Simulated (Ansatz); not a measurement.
Ansatz (a quantum-chemistry and plane-wave program) input:

Ansatz 0.2 input:
```yaml
crystal:
  periodic: [false, false, false]
  atoms:
    - {symbol: C, position_ang: [1.56348962, 0.97603541, 0.77472909]}
    - {symbol: C, position_ang: [0.59807497, 0.37896046, 0.28393512]}
    - {symbol: C, position_ang: [-0.53568589, -0.49210624, 0.08415472]}
    - {symbol: O, position_ang: [-1.11572118, -0.50652215, -0.97403390]}
    - {symbol: H, position_ang: [-0.82950277, -1.12516051, 0.93535760]}
basis:
  gaussian:
    orbitals: def2-TZVP
hamiltonian:
  xc: b3lyp
  dispersion: d3bj
magnetization: {spin_polarized: true, initial_magnetization: 1}
phonons: {temperatures: {t_min: 298.15, t_max: 298.15, t_step: 100}}
```

### Question
Which total energy does the run end on?

### Answer
-190.01220 Eh (B3LYP-D3(BJ)/def2-TZVP). The basis has 130 functions.

It need not be the lowest isomer of its formula.
